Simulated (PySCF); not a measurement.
# UHF on Kr+ (krypton, charge +1)

Configuration: [Ar] 3d10 4s2 4p5, 2P determinant. All numbers are calculated (PySCF 2.14, a scalar-relativistic core potential, in aug-cc-pwCVTZ-PP with ECP10MDF (8s7p6d4f1g, 96 functions)).

```json
{
 "Total energy": "-461.718758 hartree",
 "One-electron energy": "-797.7287 hartree",
 "Hartree (Coulomb) energy": "367.7058 hartree",
 "Exchange energy": "-31.6959 hartree",
 "⟨S²⟩": "0.7580",
 "⟨L²⟩": "2.031",
 "Sum of ⟨r⟩": "22.10 bohr",
 "Sum of ⟨r²⟩": "31.32 bohr²",
 "Traceless quadrupole moment −½Σ⟨3z² − r²⟩ along its main axis": "1.49 e·bohr²"
}
```

| shell | electrons | mean orbital energy (eV) | spread (eV) | rms radius, mean of both spins (bohr) |
| --- | --- | --- | --- | --- |
| 3s α | 1 | -306.21 | 0 | 0.567 |
| 3s β | 1 | -305.88 | 0 | 0.567 |
| 3p α | 3 | -243.03 | 0.791 | 0.583 |
| 3p β | 3 | -242.65 | 0.120 | 0.583 |
| 3d α | 5 | -114.21 | 0.726 | 0.605 |
| 3d β | 5 | -113.97 | 0.284 | 0.605 |
| 4s α | 1 | -44.417 | 0 | 1.66 |
| 4s β | 1 | -41.130 | 0 | 1.66 |
| 4p α | 3 | -25.560 | 2.112 | 1.97 |
| 4p β | 2 | -24.226 | 0 | 1.97 |

Energies and moments cover only the electrons outside the core potential.
